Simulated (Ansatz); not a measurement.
A nudged elastic band was laid between two geometries of H3P + H6OSi2 (13 atoms, charge 0, multiplicity 1).

The calculation used Ansatz, RKS PBE-D4/cc-pVDZ.

```json
{
 "movable images": "5",
 "climbing image": "yes",
 "spring": "5.0 eV/Å²",
 "optimiser": "quadratic models (default)",
 "start path": "through a guess of the saddle point",
 "force threshold": "0.05 eV/Å",
 "iteration limit": "60",
 "end points": "relaxed"
}
```

First end point:

```xyz
13
Properties=species:S:1:pos:R:3
Si -0.220 0.361 0.093
O -0.210 0.056 1.768
Si -1.451 -0.270 2.888
H -2.287 -1.442 2.426
H -0.777 -0.595 4.194
H -2.343 0.940 3.049
H 1.216 0.511 -0.329
H -0.981 1.635 -0.195
H -0.868 -0.782 -0.653
P 1.988 -3.041 1.139
H 0.681 -3.409 0.641
H 2.310 -2.328 -0.078
H 1.469 -1.846 1.765
```

Last end point:

```xyz
13
Properties=species:S:1:pos:R:3
Si 0.347 -0.490 -0.582
O -0.229 0.359 2.613
Si -1.598 -0.478 3.198
H -2.757 0.452 2.970
H -1.824 -1.776 2.450
H -1.481 -0.803 4.671
H 0.570 -0.946 -2.005
H 0.801 0.938 -0.441
H -1.114 -0.615 -0.246
P 1.527 -1.762 0.920
H 0.994 -3.021 0.458
H 2.720 -1.855 0.113
H 0.571 -0.212 2.590
```

What changes between the two ends?

Bonds broken: Si1–O2, P10–H13. Bonds formed: Si1–P10, O2–H13. H3P + H6OSi2 becomes H4OSi + H5PSi.

Give the energies along the band, and the barrier.

The run converged. The highest image is number 3 of 0 to 6, 39.1 kcal/mol above the first end and 31.1 kcal/mol above the last; the last end lies 8.0 kcal/mol above the first. Neighbouring images differ by up to 1.7 eV, so the band resolves the path poorly. A vibrational analysis at the climbing image gives one clearly imaginary mode, 400i cm⁻¹: a first-order saddle point. The orbitals stay closed-shell, which can raise the energy where a bond breaks towards radicals; this wasn't checked here.

```tsv
image	path coordinate (Å)	energy (kcal/mol)	Si1–O2 (Å)	P10–H13 (Å)	Si1–P10 (Å)
0	0.00	0.0	1.70	1.45	4.19
1	1.43	0.0	1.70	1.45	4.21
2	2.87	0.9	1.71	1.45	3.82
3	4.30	39.1	1.91	1.92	2.80
4	6.79	9.8	3.31	2.47	2.29
5	9.28	8.8	3.15	2.57	2.30
6	11.77	8.0	3.36	2.47	2.29
```

What is the geometry of the highest image?


```xyz
13
Properties=species:S:1:pos:R:3
Si -0.011 -0.410 0.064
O -0.184 -0.636 1.956
Si -1.484 -0.140 3.050
H -2.806 -0.512 2.441
H -1.219 -0.915 4.309
H -1.369 1.339 3.271
H 1.162 0.271 -0.594
H -1.010 0.747 0.217
H -0.765 -1.385 -0.802
P 1.688 -2.481 0.865
H 1.323 -2.949 -0.445
H 2.761 -1.632 0.421
H 0.443 -1.507 1.955
```

Time of the run: 3 min on 4 threads of Arm Neoverse V2 (shared host), peak memory 0.19 GiB.
